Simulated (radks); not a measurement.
Valence configurations of the chlorine ion Cl3+ (all share [Ne]). Method: Dirac Kohn-Sham, BLYP, spin-unpolarised, spherical densities, finite nucleus; open shells fill j = l - 1/2 first; Fermi nuclear charge, rms radius 3.3654 fm; computed with a radial shooting solver on a logarithmic mesh with Libxc functionals. Energies are relative to 3s2 3p2; eigenvalues in eV.

valence,E (eV),e(3p1/2),e(3p3/2),e(3s1/2)
3s2 3p2,0.000,-45.085,-,-58.686
3s1.5 3p2.5,6.900,-45.341,-45.153,-58.965
3s1 3p3,13.812,-45.592,-45.403,-59.238
3s0.5 3p3.5,20.735,-45.839,-45.649,-59.507
3p4,27.669,-46.083,-45.892,-

NIST lists [Ne] 3s2 3p2 as the ground configuration; this level of theory agrees among the configurations tried. The energies are those of spherical spin-averaged densities, not of single terms.
